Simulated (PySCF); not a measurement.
The second ionisation energy along the 4p block

Calculated with PySCF 2.14 from differences of total energies of unrestricted determinants, without spin-orbit coupling. Values in eV. The last column holds reference values (NIST; (s) semi-empirical, (t) theoretical, else measured). Unmarked ones compare directly (S terms, centres of terms, or small fine structure); those marked * lie between the lowest fine-structure levels and include a spin-orbit shift.

```json
{"element": "Ga (aug-cc-pwCVTZ-PP with ECP10MDF, ECP)", "configurations": "[Ar] 3d10 4s2 → [Ar] 3d10 4s1", "LDA": "21.139", "PBE": "20.722", "r2SCAN": "20.527", "SCS-MP2 (valence and next inner shell)": "20.381", "CCSD (valence)": "19.770", "CCSD(T) (valence)": "19.770", "reference": "20.515"}
{"element": "Ge (aug-cc-pwCVTZ-PP with ECP10MDF, ECP)", "configurations": "[Ar] 3d10 4s2 4p1 → [Ar] 3d10 4s2", "LDA": "15.830", "PBE": "15.711", "r2SCAN": "15.952", "SCS-MP2 (valence and next inner shell)": "15.599", "CCSD (valence)": "15.572", "CCSD(T) (valence)": "15.594", "reference": "15.789"}
{"element": "As (aug-cc-pwCVTZ-PP with ECP10MDF, ECP)", "configurations": "[Ar] 3d10 4s2 4p2 → [Ar] 3d10 4s2 4p1", "LDA": "18.584", "PBE": "18.438", "r2SCAN": "18.694", "SCS-MP2 (valence and next inner shell)": "18.398", "CCSD (valence)": "18.392", "CCSD(T) (valence)": "18.418", "reference": "18.589 *"}
{"element": "Se (aug-cc-pwCVTZ-PP with ECP10MDF, ECP)", "configurations": "[Ar] 3d10 4s2 4p3 → [Ar] 3d10 4s2 4p2", "LDA": "21.388", "PBE": "21.236", "r2SCAN": "21.547", "SCS-MP2 (valence and next inner shell)": "21.305", "CCSD (valence)": "21.314", "CCSD(T) (valence)": "21.345", "reference": "21.196 ± 0.01 *"}
{"element": "Br (aug-cc-pwCVTZ-PP with ECP10MDF, ECP)", "configurations": "[Ar] 3d10 4s2 4p4 → [Ar] 3d10 4s2 4p3", "LDA": "21.579", "PBE": "21.314", "r2SCAN": "21.416", "SCS-MP2 (valence and next inner shell)": "21.116", "CCSD (valence)": "21.078", "CCSD(T) (valence)": "21.106", "reference": "21.409"}
{"element": "Kr (aug-cc-pwCVTZ-PP with ECP10MDF, ECP)", "configurations": "[Ar] 3d10 4s2 4p5 → [Ar] 3d10 4s2 4p4", "LDA": "24.553", "PBE": "24.256", "r2SCAN": "24.400", "SCS-MP2 (valence and next inner shell)": "24.193", "CCSD (valence)": "24.105", "CCSD(T) (valence)": "24.140", "reference": "24.360 *"}
```

```tsv
method	elements	mean error (eV)	mean absolute error (eV)	largest error (eV)
LDA	3	0.279	0.279	0.624
PBE	3	0.012	0.126	0.207
r2SCAN	3	0.061	0.061	0.164
SCS-MP2 (valence and next inner shell)	3	-0.205	0.205	-0.292
CCSD (valence)	3	-0.431	0.431	-0.745
CCSD(T) (valence)	3	-0.414	0.414	-0.745
```

Errors include the incompleteness of the basis and the frozen core.

"Valence" correlates the outer s and p shells and, in groups 3 to 12 and the f block, the outer d or f shell, open or full, or the next shell where the ion has no valence electron left; the wider scheme adds the next inner shell.
